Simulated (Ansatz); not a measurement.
A barrier at the coupled-cluster level

Start structure (Si4H11F3, singlet), relaxed at PBE0-D4/def2-TZVP:

Si1  (-0.216, -0.588, 0.119)
Si2  (1.891, -0.210, -0.850)
Si3  (-1.624, 1.191, -0.479)
Si4  (-1.076, -2.613, -0.692)
F5  (0.037, -0.707, 1.712)
H6  (0.155, 2.061, 2.353)
F7  (-0.772, 2.139, 2.278)
H8  (2.129, 1.525, 1.310)
F9  (1.871, 1.948, 2.103)
H10  (2.570, 0.943, -0.161)
H11  (2.823, -1.361, -0.738)
H12  (1.753, 0.194, -2.274)
H13  (-2.028, 0.854, -1.876)
H14  (-0.911, 2.491, -0.511)
H15  (-2.836, 1.250, 0.372)
H16  (-0.217, -3.754, -0.279)
H17  (-1.085, -2.524, -2.178)
H18  (-2.463, -2.839, -0.208)
(Å)

The step: Si₄H₉F ([F][Si]([SiH3])([SiH3])[SiH3]) + HF + HF → Si₃H₆F₂ ([F][Si]([F])([SiH3])[SiH3]) + SiH₄ + HF; bonds formed: Si1–F9, Si2–H8; bonds broken: Si1–Si2, H8–F9. Computed with Ansatz 0.2.0 (basis: def2-TZVPP and def2-QZVPP); correlated methods freeze the cores. Extrapolation: Hartree–Fock as exp(−7.88 √X), correlation as X^−2.97. Energies below are by CCSD(T) at an estimated basis limit (MP2 extrapolated from triple and quadruple zeta, plus CCSD(T) − MP2 in triple zeta).

**Question.** What are the electronic barrier and the energy of the step, from the start structure to the end structure? (An estimate is asked for; the value comes from the calculation.)

**Answer.** Computed: Barrier 1.720 eV; step energy -1.365 eV (downhill); reverse barrier, their difference, 3.084 eV. Barrier and step energy count from the start structure, the reverse barrier from the end structure.

The saddle point: One imaginary mode of 985i cm⁻¹.
```
   pair  start (Å)  saddle (Å)  end (Å)
 Si1–F9       3.84        2.15     1.62
 Si2–H8       2.78        1.76     1.49
Si1–Si2       2.35        2.60     4.48
  H8–F9       0.93        1.24     2.97
```

Zero-point energy (harmonic, PBE0-D4): ZPE is 2.775 eV at the start and 2.669 eV at the saddle, so the barrier goes from 1.720 to 1.614 eV.

T1 diagnostic: at most 0.015.

Labels in which every atom is bracketed show which atoms are joined, not bond orders.

For scale, one of the runs: CCSD(T)/def2-TZVPP, 415 basis functions, launched by `ansatz run in.yaml --threads 4 --pin off --events-out ev --progress --plain --max-ram 66560MiB --backend cuda --devices 0, --max-vram 37GiB`. Hardware: 4 CPU threads of an AMD EPYC 7R13 and a share of one NVIDIA H100, shared host. Wall time 32 s; peak host memory 0.93 GiB.
